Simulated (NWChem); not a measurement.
Everything below was run with NWChem. System: HAl, charge 0, spin multiplicity 1, at a geometry optimised with PBE/def2-SVP. The structure started from a generated list of species. Level: EOM-CCSD/def2-SVPD, 5 core orbitals frozen.

Job file:

```
start mol
memory heap 100 mb stack 700 mb global 1900 mb
geometry units angstroms nocenter noautoz
  Al     0.000000     0.000000     0.120297
  H      0.000000     0.000000    -1.563858
  symmetry group C2v
end
basis spherical
  * library def2-svpd
end
scf
  rhf
  nopen 0
  maxiter 100
  thresh 1e-7
  semidirect memsize 60000000 filesize 0
end
tce
  freeze core 5
  ccsd
  nroots 1
  2eorb
  2emet 13
  thresh 1e-5
  maxiter 200
  tilesize 24
  dipole
end
task tce energy
```

NWChem printed:

```
             Northwest Computational Chemistry Package (NWChem) 7.3.0
             --------------------------------------------------------

                                NWChem Input Module
                                -------------------

 Scaling coordinates for geometry "geometry" by  1.889725989
 (inverse scale =  0.529177249)

 Turning off AUTOSYM since
 SYMMETRY directive was detected!

                             Geometry "geometry" -> ""
                             -------------------------

 Output coordinates in angstroms (scale by  1.889725989 to convert to a.u.)

  No.       Tag          Charge          X              Y              Z
 ---- ---------------- ---------- -------------- -------------- --------------
    1 Al                  13.0000     0.00000000     0.00000000     0.12029700
    2 H                    1.0000     0.00000000     0.00000000    -1.56385800

 Effective nuclear repulsion energy (a.u.)       4.0847215589

            Nuclear Dipole moment (a.u.)
            ----------------------------
        X                 Y               Z
 ---------------- ---------------- ----------------
     0.0000000000     0.0000000000     0.0000056692

      Symmetry information
      --------------------

 Group name             C2v
 Group number             16
 Group order               4
 No. of unique centers     2

      Symmetry unique atoms

     1    2


 Summary of "ao basis" -> "" (spherical)
 ------------------------------------------------------------------------------
       Tag                 Description            Shells   Functions and Types
 ---------------- ------------------------------  ------  ---------------------
 *                         def2-svpd                  on all atoms

 Summary of "ao basis" -> "ao basis" (spherical)
 ------------------------------------------------------------------------------
       Tag                 Description            Shells   Functions and Types
 ---------------- ------------------------------  ------  ---------------------
 Al                        def2-svpd                10       24   5s3p2d
[...]
 Iteration   3 using    3 trial vectors
   0.0293415217743   0.1129787605919    3.07431     0.0     0.0

 Iteration   4 using    4 trial vectors
   0.0113168666995   0.1120282962589    3.04845     0.0     0.0

 Iteration   5 using    5 trial vectors
   0.0041780666557   0.1118143537016    3.04262     0.0     0.0

 Iteration   6 using    6 trial vectors
   0.0016326544686   0.1117628678585    3.04122     0.0     0.0

 Iteration   7 using    7 trial vectors
   0.0007164256831   0.1117704461125    3.04143     0.0     0.0

 Iteration   8 using    8 trial vectors
   0.0002910995133   0.1117695348682    3.04141     0.0     0.0

 Iteration   9 using    9 trial vectors
   0.0000867349182   0.1117705461921    3.04143     0.0     0.0

 Iteration  10 using   10 trial vectors
   0.0000244881733   0.1117712926419    3.04145     0.0     0.0

 Iteration  11 using   11 trial vectors
   0.0000076733026   0.1117714481160    3.04146     0.0     0.0
 --------------------------------------------------------------
 Iterations converged
 ------------------

 Excited state root  1
 Excitation energy / hartree =        0.111771448116006
                   / eV      =        3.041457147355226
 largest EOMCCSD amplitudes: R1 and R2

 Singles contributions
     9b2  (alpha) ---     6a1  (alpha)        0.1637438864
     9b2  (alpha) ---     7a1  (alpha)       -0.9002040113
    14b2  (alpha) ---     7a1  (alpha)        0.1098121892

 Doubles contributions

 No. of initial left vectors    1

 EOM-CCSD left-hand side iterations
 --------------------------------------------------------------
      Residuum       Omega / hartree  Omega / eV    Cpu    Wall
 --------------------------------------------------------------

 Iteration   1 using    1 trial vectors
   0.2720497805721   0.1729898432497    4.70730     0.0     0.0

 Iteration   2 using    2 trial vectors
   0.0761221877964   0.1191434653705    3.24206     0.0     0.0

 Iteration   3 using    3 trial vectors
   0.0294552874488   0.1131660935192    3.07941     0.0     0.0

 Iteration   4 using    4 trial vectors
   0.0114652139422   0.1120130694287    3.04803     0.0     0.0

 Iteration   5 using    5 trial vectors
   0.0043860450100   0.1117761913579    3.04159     0.0     0.0

 Iteration   6 using    6 trial vectors
   0.0017235543354   0.1117504217658    3.04088     0.0     0.0

 Iteration   7 using    7 trial vectors
   0.0007595931324   0.1117704259503    3.04143     0.0     0.0

 Iteration   8 using    8 trial vectors
   0.0003001154113   0.1117707219020    3.04144     0.0     0.0

 Iteration   9 using    9 trial vectors
   0.0000860912408   0.1117709557453    3.04144     0.0     0.0

 Iteration  10 using   10 trial vectors
   0.0000240022252   0.1117713509632    3.04145     0.0     0.0

 Iteration  11 using   11 trial vectors
   0.0000077336474   0.1117714122335    3.04146     0.0     0.0
 --------------------------------------------------------------
 Iterations converged

 Excited state root  1
 Excitation energy / hartree =        0.111771448116006
                   / eV      =        3.041457147355226

 EOM-CCSD transition moments / hartree
 --------------------------------------------
 X    0.0000000 Y    0.8065028 Z    0.0000000
 Oscillator Strength                0.0484676
 --------------------------------------------

 EOM-CCSD dipole moments / hartree & Debye
 ------------------------------------
   X         0.0000000      0.0000000
   Y        -0.0000000     -0.0000000
   Z        -0.1745845     -0.4437530
 Total       0.1745845      0.4437530
 ------------------------------------

 Singles contributions
     9b2  (alpha) ---     6a1  (alpha)        0.1637438864
     9b2  (alpha) ---     7a1  (alpha)       -0.9002040113
    14b2  (alpha) ---     7a1  (alpha)        0.1098121892

 Doubles contributions

 Task  times  cpu:        3.8s     wall:        3.8s

 Total times  cpu:        3.8s     wall:        3.8s
```
